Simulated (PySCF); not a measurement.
C₆H₁₄Te, charge +3, doublet, geometry from GFN2-xTB of the parent state (a state made from the parent by changing its charge; the spin is typed, not shown lowest) (core potentials on Te); DF-PBE0/def2-SVP run with PySCF.

Input for PySCF:
```python
from pyscf import gto, scf, dft

mol = gto.Mole()
mol.atom = '''
    C     1.833689    1.325901    1.253079
    C     1.638261   -0.137298    0.891903
    C     2.898006   -0.795518    0.365248
    Te    0.028431   -0.330112   -0.623474
    C    -1.658865    0.412050    0.616104
    C    -2.114105    1.751797    0.060323
    C    -2.759178   -0.634839    0.589254
    H     2.205617    1.894829    0.403294
    H     2.578448    1.384008    2.046008
    H     0.920301    1.789616    1.622854
    H     1.240619   -0.691068    1.750106
    H     2.726934   -1.836703    0.093507
    H     3.658303   -0.774378    1.144898
    H     3.294525   -0.263458   -0.498491
    H    -1.249361    0.522684    1.624303
    H    -1.312905    2.489337    0.065041
    H    -2.497959    1.651469   -0.953728
    H    -2.922665    2.127850    0.686862
    H    -2.418127   -1.590680    0.983941
    H    -3.147207   -0.782624   -0.417767
    H    -3.581781   -0.287643    1.214361
'''
mol.basis = 'def2-svp'
mol.ecp = {'Te': 'def2-svp'}
mol.charge = 3
mol.spin = 1
mol.verbose = 4
mol.build()

mf = dft.ROKS(mol)
mf.xc = 'pbe0'
mf = mf.density_fit(auxbasis='def2-universal-jkfit')
mf.kernel()
```

Output, abridged:

```
PySCF version 2.14.0

[INPUT] verbose = 4
[INPUT] num. atoms = 21
[INPUT] num. electrons = 71
[INPUT] charge = 3
[INPUT] spin (= nelec alpha-beta = 2S) = 1
[INPUT] symmetry False subgroup None
[INPUT] Mole.unit = angstrom
[INPUT] Symbol           X                Y                Z      unit          X                Y                Z       unit  Magmom
[...]
nuclear repulsion = 444.365101337098
number of shells = 88
number of NR pGTOs = 303
number of NR cGTOs = 180
basis = def2-svp
ecp = {'Te': 'def2-svp'}

******** <class 'pyscf.df.df_jk.DFROKS'> ********
method = DFROKS
initial guess = minao
damping factor = 0
level_shift factor = 0
DIIS = <class 'pyscf.scf.diis.CDIIS'>
diis_start_cycle = 1
diis_space = 8
diis_damp = 0
SCF conv_tol = 1e-09
SCF conv_tol_grad = None
SCF max_cycles = 50
direct_scf = False
num. doubly occ = 35  num. singly occ = 1
XC library pyscf.dft.libxc version 7.1.2
    S. Lehtola, C. Steigemann, M. J. T. Oliveira, and M. A. L. Marques,  SoftwareX 7, 1–5 (2018)
XC functionals = pbe0
    C. Adamo and V. Barone,  J. Chem. Phys. 110, 6158 (1999)
    M. Ernzerhof and G. E. Scuseria,  J. Chem. Phys. 110, 5029 (1999)
radial grids:
    Treutler-Ahlrichs [JCP 102, 346 (1995); DOI:10.1063/1.469408] (M4) radial grids

becke partition: Becke, JCP 88, 2547 (1988); DOI:10.1063/1.454033
pruning grids: <function nwchem_prune>
grids dens level: 3
symmetrized grids: False
atomic radii adjust function: <function treutler_atomic_radii_adjust>
small_rho_cutoff = 0
Set gradient conv threshold to 3.16228e-05
tot grids = 243984
******** <class 'pyscf.df.df.DF'> ********
auxbasis = def2-universal-jkfit
init E= -476.935263397699
[...]
cycle= 1 E= -500.09334800599  delta_E= -23.2  |g|= 3.15  |ddm|= 6.75
[...]
cycle= 2 E= -497.481992390943  delta_E= 2.61  |g|= 3.89  |ddm|=  8.1

WARN: HOMO -0.738648832222427 >= LUMO -0.774527696587995

cycle= 3 E= -502.937727909605  delta_E= -5.46  |g|= 0.532  |ddm|= 6.23
[...]
cycle= 4 E= -501.862231075156  delta_E= 1.08  |g|= 1.44  |ddm|= 1.76

WARN: HOMO -0.785053963031485 >= LUMO -0.816274503098661

cycle= 5 E= -502.892026942923  delta_E= -1.03  |g|= 0.617  |ddm|= 1.63

WARN: HOMO -0.778267134255652 >= LUMO -0.815602582234478

cycle= 6 E= -502.994666711691  delta_E= -0.103  |g|= 0.399  |ddm|= 1.12

WARN: HOMO -0.787093202434196 >= LUMO -0.816991294497134

cycle= 7 E= -503.054451843702  delta_E= -0.0598  |g|= 0.143  |ddm|= 0.621

WARN: HOMO -0.793375386495901 >= LUMO -0.813187892256909

[...]

WARN: HOMO -0.791374024185533 >= LUMO -0.808622527949343

cycle= 11 E= -503.065868473499  delta_E= -0.000389  |g|= 0.0194  |ddm|= 0.0308

WARN: HOMO -0.791146179642256 >= LUMO -0.807775857779891

cycle= 12 E= -503.066123792541  delta_E= -0.000255  |g|= 0.00757  |ddm|= 0.0397

WARN: HOMO -0.790599316011404 >= LUMO -0.807550725442194

cycle= 13 E= -503.066185013773  delta_E= -6.12e-05  |g|= 0.00363  |ddm|= 0.0248

WARN: HOMO -0.790699102253498 >= LUMO -0.807477134327051

cycle= 14 E= -503.066207898425  delta_E= -2.29e-05  |g|= 0.00187  |ddm|= 0.0177

WARN: HOMO -0.79067998505317 >= LUMO -0.80756770200813

cycle= 15 E= -503.066212185493  delta_E= -4.29e-06  |g|= 0.00193  |ddm|= 0.00821

WARN: HOMO -0.790674718407864 >= LUMO -0.807500066720253

cycle= 16 E= -503.066216924508  delta_E= -4.74e-06  |g|= 0.000672  |ddm|= 0.00934

WARN: HOMO -0.790628193653614 >= LUMO -0.807473020834385

cycle= 17 E= -503.066217685406  delta_E= -7.61e-07  |g|= 0.000273  |ddm|= 0.00461

WARN: HOMO -0.790634570309418 >= LUMO -0.807485667829132

cycle= 18 E= -503.066217853463  delta_E= -1.68e-07  |g|= 0.000127  |ddm|= 0.00112

WARN: HOMO -0.790647610181228 >= LUMO -0.807494819502304

cycle= 19 E= -503.066218028405  delta_E= -1.75e-07  |g|= 8.32e-05  |ddm|= 0.00181

WARN: HOMO -0.790643185475904 >= LUMO -0.807489020832424

cycle= 20 E= -503.066218060456  delta_E= -3.21e-08  |g|= 6.12e-05  |ddm|= 0.000551

WARN: HOMO -0.790645210104094 >= LUMO -0.8074883379622

cycle= 21 E= -503.0662180985  delta_E= -3.8e-08  |g|= 5.86e-05  |ddm|= 0.000883

WARN: HOMO -0.790642111205688 >= LUMO -0.807487183405504

cycle= 22 E= -503.066218115018  delta_E= -1.65e-08  |g|= 3.11e-05  |ddm|= 0.000648

WARN: HOMO -0.790641906128037 >= LUMO -0.807487117256468

cycle= 23 E= -503.06621811892  delta_E= -3.9e-09  |g|= 2.1e-05  |ddm|= 0.000272

WARN: HOMO -0.790642352879987 >= LUMO -0.807487696318899

cycle= 24 E= -503.066218120973  delta_E= -2.05e-09  |g|= 1.51e-05  |ddm|= 0.000187

WARN: HOMO -0.790641571849298 >= LUMO -0.807487674415841

cycle= 25 E= -503.066218122045  delta_E= -1.07e-09  |g|= 1.08e-05  |ddm|= 0.000186

WARN: HOMO -0.790641551294176 >= LUMO -0.807487513560066

cycle= 26 E= -503.066218122151  delta_E= -1.06e-10  |g|= 5.85e-06  |ddm|= 2.47e-05

WARN: HOMO -0.790641610571003 >= LUMO -0.807487750341853

Extra cycle  E= -503.066218122172  delta_E= -2.16e-11  |g|= 1.48e-05  |ddm|= 3.8e-05
converged SCF energy = -503.066218122172
```
